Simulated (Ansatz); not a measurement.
One change: `CC([SiH3])[TeH]` becomes `C[CH]([SiH3])[GeH3]`.

Ansatz, PBE0-D4/def2-TZVP geometries, multiplicity 1. 

Elements past krypton have def2 core potentials. Scalar relativity is left out up to krypton.

```csv
property,`CC([SiH3])[TeH]`
HOMO energy (PBE0/def2-TZVPP) / eV,-6.15
HOMO–LUMO gap (PBE0/def2-TZVPP) / eV,5.27
HOMO energy (PBE/def2-TZVPP) / eV,-5.13
LUMO energy (PBE/def2-TZVPP) / eV,-1.71
HOMO–LUMO gap (PBE/def2-TZVPP) / eV,3.42
HOMO–LUMO gap (B3LYP/def2-TZVPP) / eV,4.85
```

(1) What does the change do to each property? (Best estimate.)

Answers

(1) Computed: 
```tsv
property	`C[CH]([SiH3])[GeH3]`	shift
HOMO energy (PBE0/def2-TZVPP) / eV	-8.12	-1.97
HOMO–LUMO gap (PBE0/def2-TZVPP) / eV	8.48	3.21
HOMO energy (PBE/def2-TZVPP) / eV	-6.95	-1.82
LUMO energy (PBE/def2-TZVPP) / eV	-0.44	1.27
HOMO–LUMO gap (PBE/def2-TZVPP) / eV	6.51	3.09
HOMO–LUMO gap (B3LYP/def2-TZVPP) / eV	8.05	3.20
```

With PBE0 the HOMO falls by 1.97 eV and the LUMO rises by 1.24 eV, so the gap widens by about 3.21 eV. PBE moves the HOMO by -1.82 eV and ωB97M-V by -2.02 eV.

B3LYP here is the variant with VWN-RPA as its local correlation; programs differ in this.

Spin–orbit coupling is left out; it splits and shifts lone-pair levels of the heavy atoms by tenths of an eV.
